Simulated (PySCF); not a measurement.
## Vertical excitation energies

Species: C₆H₆O₂.
Atom-mapped SMILES: `[CH:1]#[C:2][C:3](=[O:4])[O:5][CH2:6][CH:7]=[CH2:8]` (hydrogens: H9 on C1; H10, H11 on C6; H12 on C7; H13, H14 on C8)

Level of theory: PySCF 2.14.0, density-fitted response routines, TDDFT PBE0/def2-SVPD, vertical, gas phase, core orbitals frozen in the response. Geometry: GFN2-xTB, one conformer, isolated molecule. Torsions of this conformer, `[CH:1]#[C:2][C:3](=[O:4])[O:5][CH2:6][CH:7]=[CH2:8]`: C2–C3–O5–C6 179°, C3–O5–C6–C7 -82°, O5–C6–C7–C8 126°.

List the vertical singlet excitations with oscillator strengths and describe the spectrum.

| state | E (eV) | ν̃ (cm⁻¹) | f | main configurations (H = HOMO, L = LUMO) |
| --- | --- | --- | --- | --- |
| S1 | 4.93 | 39730 | 0.0001 | H-1→L (76%), H→L (22%) |
| S2 | 5.61 | 45240 | 0.0055 | H→L (53%), H-4→L (21%), H-1→L (19%) |
| S3 | 6.01 | 48490 | 0.026 | H-4→L (51%), H→L (22%), H-3→L (12%) |
| S4 | 6.20 | 49990 | 0.073 | H-2→L (67%), H-1→L+2 (13%) |
| S5 | 6.82 | 54980 | 0.089 | H-3→L (71%), H-4→L (16%) |
| S6 | 7.10 | 57280 | 0.017 | H-2→L+2 (43%), H→L+1 (22%), H-2→L+1 (14%) |

Triplets (Tamm–Dancoff): T1 4.41 eV, H→L+1 (79%); T2 4.46 eV, H-1→L (72%), H→L (17%).

The lowest singlet comes at 252 nm (475 kJ/mol) in the ultraviolet; it is dark (f under 0.0005); its leading configuration is HOMO-1→LUMO (76%). The most intense listed level is S5 at 6.82 eV (182 nm, f = 0.089), 1.89 eV above S1. Löwdin shares by element: HOMO carbon 73% or more, oxygen 9% or more (atoms not listed hold the other 18%); LUMO carbon 63% or more, oxygen 21% or more (atoms not listed hold the other 16%). The listed states span 2.18 eV, and the widest gap between neighbours is 0.68 eV (S1 to S2). Weighted by f, the mean energy of these states is 6.49 eV. Orbital energies (eV): HOMO-3 -9.10, HOMO-2 -8.85, HOMO-1 -8.38, HOMO -8.01, LUMO -1.39, LUMO+1 -0.23, LUMO+2 0.56. Singlets were solved by full linear response, triplets in the Tamm–Dancoff approximation.
